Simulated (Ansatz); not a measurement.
## Relaxing a trial structure of C4H8Si

The starting geometry of this gas-phase singlet was optimised with GFN2-xTB; its bonds are those of `C#C[C@@H](C)[SiH3]`.

```tsv
atom	x (Å)	y (Å)	z (Å)
C	0.5193	-0.6802	-0.8846
C	0.3826	-0.3883	0.2685
C	0.2124	-0.0165	1.6544
C	1.3326	0.9309	2.0909
Si	-1.5236	0.7605	1.9046
H	0.6507	-0.9390	-1.8923
H	0.2791	-0.9334	2.2529
H	1.3087	1.8469	1.5040
H	2.3078	0.4650	1.9519
H	1.2210	1.1914	3.1416
H	-1.6211	1.9791	1.1017
H	-1.6683	1.0805	3.3276
H	-2.5376	-0.2095	1.4929
```

Question: Predict what becomes of its bonds when it is optimised with PBE-D3(BJ)/def2-SVP.

Answer: It keeps its bonds, and is `C#C[C@@H](C)[SiH3]`.

The energy falls by 0.15 eV over 8 steps:

| step | E − E(last) (eV) |
| --- | --- |
| 1 | 0.154 |
| 2 | 0.009 |
| 3 | 0.001 |
| 4 | 0.000 |
| 5 | 0.000 |
| 6 | 0.000 |
| 7 | 0.000 |
| 8 | 0.000 |

Final geometry (Å):

```yaml
atoms:
  - { symbol: C, position_ang: [0.4824, -0.6993, -0.9310] }
  - { symbol: C, position_ang: [0.3895, -0.4087, 0.2549] }
  - { symbol: C, position_ang: [0.2489, -0.0162, 1.6510] }
  - { symbol: C, position_ang: [1.3563, 0.9488, 2.1279] }
  - { symbol: Si, position_ang: [-1.5024, 0.7406, 1.8878] }
  - { symbol: H, position_ang: [0.5679, -0.9647, -1.9749] }
  - { symbol: H, position_ang: [0.2659, -0.9340, 2.2832] }
  - { symbol: H, position_ang: [1.3426, 1.8894, 1.5415] }
  - { symbol: H, position_ang: [2.3590, 0.4918, 2.0060] }
  - { symbol: H, position_ang: [1.2211, 1.2065, 3.1975] }
  - { symbol: H, position_ang: [-1.6167, 1.9908, 1.0614] }
  - { symbol: H, position_ang: [-1.6982, 1.0899, 3.3407] }
  - { symbol: H, position_ang: [-2.5528, -0.2475, 1.4681] }
```

No frequencies were run, so the end isn't proven a minimum. Run with Ansatz 0.2.0, 35 s on 2 threads of Intel(R) Xeon(R) Processor @ 2.50GHz (Skylake/Cascade Lake) (shared host).
